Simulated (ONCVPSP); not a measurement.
# Gd: one change to an ONCV potential, before and after

* Element: Gd (Z = 64)
* Generator: ONCVPSP 4.0.1
* Type: optimised norm-conserving Vanderbilt (ONCV)
* Functional: LDA (Perdew-Wang 92)
* Relativity: scalar-relativistic
* Frozen core: [Kr] 4d10
* Valence charge: 18
* Reference configuration: 4f7 5s2 5p6 5d1 6s1 6p1
* Partial waves: 5s+6s: rc 2.20 bohr, ncon 4, nbas 7, qcut 4.2 1/bohr, 2 projectors; 5p+6p: rc 2.25 bohr, ncon 5, nbas 8, qcut 5.8 1/bohr, 2 projectors; 5d: rc 3.00 bohr, ncon 3, nbas 7, qcut 6.2 1/bohr, 2 projectors, debl 1.1 Ha; 4f: rc 0.80 bohr, ncon 3, nbas 7, qcut 18.8 1/bohr, 2 projectors, debl 1.9 Ha
* Local potential: polynomial inside 0.80 bohr (lpopt 5, dvloc0 2 Ha)
* Core correction: Teter function, fcfact 2.75, rcfact 1.45

Change: d: rc 3.74.

Cutoffs: the cutoffs (Ha) at which the residual kinetic energy of the hardest occupied pseudo-wave falls to 1 and 0.1 mHa per electron; they do not see the model core or the augmentation charge, which bear on the density cutoff. Errors are all-electron minus pseudo energies relative to the spin-unpolarised reference configuration.

Question: Predict the effect on cutoff, ghosts and configuration errors.

Answer: The potential gets neither clearly harder nor softer (158 Ha and 176 Ha → 158 Ha and 176 Ha); both files keep a bound ghost (p, s); the lowest positive-energy flag moves from d at 159.6 eV to d at 17.8 eV; of the 4 tests that both files solve, the error grows in 1 and shrinks in 1 by more than 15 % and 0.3 meV (median size 3.2 → 1.3 meV).

| quantity | base | changed |
| --- | --- | --- |
| cutoff, loose | 158 Ha | 158 Ha |
| cutoff, tight | 176 Ha | 176 Ha |
| loose cutoff by channel | s 7.5 Ha, p 12 Ha, d 8.3 Ha, f 158 Ha | s 7.5 Ha, p 12 Ha, d 7.1 Ha, f 158 Ha |
| bound ghosts | s, p | s, p |
| GHOST(+) flags under 300 eV | d at 159.6 eV | d at 17.8 eV |
| error for 4f7 5s2 5p6 5d1 6s2 6p0, meV [ΔE -2.96 eV] | +0.1 | 0.0 |
| error for 4f7 5s2 5p6 5d1 6s1 6p0, meV [ΔE 3.89 eV] | -1.2 | -1.2 |
| error for 4f7 5s2 5p6 5d1 6s0 6p0, meV [ΔE 16.26 eV] | -5.1 | -5.9 |
| error for 4f6 5s2 5p6 5d1 6s2 6p0, meV [ΔE 13.52 eV] | +5.8 | -1.4 |
| s: phases at 2.23 bohr within 0.05 rad from the reference energy up to (Ha; the scan ends near 5) | 3.7 | 3.7 |
| p: phases at 2.29 bohr within 0.05 rad from the reference energy up to (Ha; the scan ends near 5) | to the end of the scan | to the end of the scan |
| f: phases at 0.81 bohr within 0.05 rad from the reference energy up to (Ha; the scan ends near 5) | to the end of the scan | to the end of the scan |
| rms error of d²Exc/dni dnj with the model core, mHa | 3.48 | 3.49 |

 A true bound ghost makes a file unfit for plane-wave use even where its test errors are small: the radial tests pick states by their node count and pass the ghost by.
